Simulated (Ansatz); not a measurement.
Ansatz (a quantum-chemistry and plane-wave program) input:

Ansatz 0.2 input:
```yaml
crystal:
  periodic: [false, false, false]
  atoms:
    - {symbol: Si, position_ang: [0.20583698, -0.27587824, 0.19614338]}
    - {symbol: Cl, position_ang: [0.36475766, -1.35748388, 1.89646084]}
    - {symbol: N, position_ang: [1.45124703, -0.71416543, -0.84379842]}
    - {symbol: N, position_ang: [0.35087359, 1.37620009, 0.73371051]}
    - {symbol: N, position_ang: [-1.42954261, -0.39945043, -0.37615211]}
    - {symbol: H, position_ang: [1.36935239, -0.84280020, -1.83710285]}
    - {symbol: H, position_ang: [0.12490327, 2.11323527, 0.08680241]}
    - {symbol: H, position_ang: [1.15590825, 1.62366774, 1.28520234]}
    - {symbol: H, position_ang: [-1.59864993, -0.50534974, -1.36104835]}
    - {symbol: H, position_ang: [-2.09104492, -0.94036970, 0.15587819]}
basis:
  gaussian:
    orbitals: def2-TZVP
hamiltonian:
  xc: b3lyp
  dispersion: d3bj
magnetization: {spin_polarized: true, initial_magnetization: 1}
relax: {f_tol: 0.002, max_steps: 150}
```

Problem. Predict the final energy.

Solution. -917.19201 Eh (B3LYP-D3(BJ)/def2-TZVP). The basis has 197 functions.

It need not be the lowest isomer of its formula.
